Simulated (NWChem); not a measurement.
C5H5 cation

```xyz
10

C      0.9626     0.1440     0.0000
C      0.4888     1.3386     0.0000
C     -0.9140     0.5838     0.0000
C     -0.7317    -0.9378     0.0000
C      0.6005    -1.2229     0.0000
H      0.6669     2.4173     0.0000
H     -1.4323     0.9173     0.9274
H     -1.4323     0.9173    -0.9274
H     -1.5862    -1.6331     0.0000
H      1.2034    -2.1383     0.0000
```
Atoms are numbered in this order, from 1.

Level: PBE-D3(BJ)/def2-SVP (NWChem), optimised geometry, unscaled harmonic frequencies. 

Problem. List the harmonic frequencies with IR intensities, and the thermochemistry.

Solution. 
```tsv
frequency (cm⁻¹)	IR intensity (km/mol)
373	1.5
443	15.7
494	34.3
548	1.2
612	22.3
682	94.0
748	9.1
845	1.4
890	0.3
942	15.1
947	19.9
1024	4.5
1054	2.0
1063	3.1
1146	15.0
1269	21.9
1291	7.8
1524	17.7
1854	7.8
2969	45.0
3064	36.6
3146	51.0
3217	69.1
3261	174.7
```

```json
{
 "zero_point_energy": "47.7 kcal/mol",
 "thermal correction to the enthalpy at 298.15 K (with zero-point energy)": "51.2 kcal/mol",
 "heat capacity Cv": "17.5 cal/(mol K)",
 "entropy at 298.15 K and 1 atm (symmetry number 1)": "67.7 cal/(mol K)"
}
```

Rigid rotor and harmonic oscillator.
